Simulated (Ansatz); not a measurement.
System: KI (charge +1, doublet). 
Coordinates optimised at B3LYP-D3(BJ)/def2-TZVP (Ansatz, a first-principles code):
```xyz
2

K      0.0000     0.0000    -2.6587
I      0.0000     0.0000     0.9531
```
Charge +1, spin multiplicity 2.

Basis-set convergence of Hartree-Fock and CCSD(T) correlation energies (hartree) with Ansatz. Valence correlation only, unless marked. Open shells are spin-unrestricted. Spin-orbit coupling is left out. The frozen core is the preceding noble-gas configuration, with the filled d and f shells of earlier blocks. The outer core of K, Ca and their heavier congeners is not correlated, a term that matters for these elements. In def2 rows, elements after Kr have scalar-relativistic effective core potentials.

| basis | functions | E(HF) | E(corr, CCSD(T)) |
|---|---|---|---|
| def2-SVP | 50 | -895.58808 | -0.09213 |
| def2-TZVPP | 83 | -895.67231 | -0.13553 |
| def2-QZVPP | 152 | -895.68518 | -0.15381 |

Extrapolating the two largest sets (X = 3 and 4) as X^-3: E(corr) = (64·(-0.15381) - 27·(-0.13553))/37 = -0.1671 Eh, an estimate of the basis-set limit. The largest set recovers 92.0 % of it, the smallest 55.1 %.
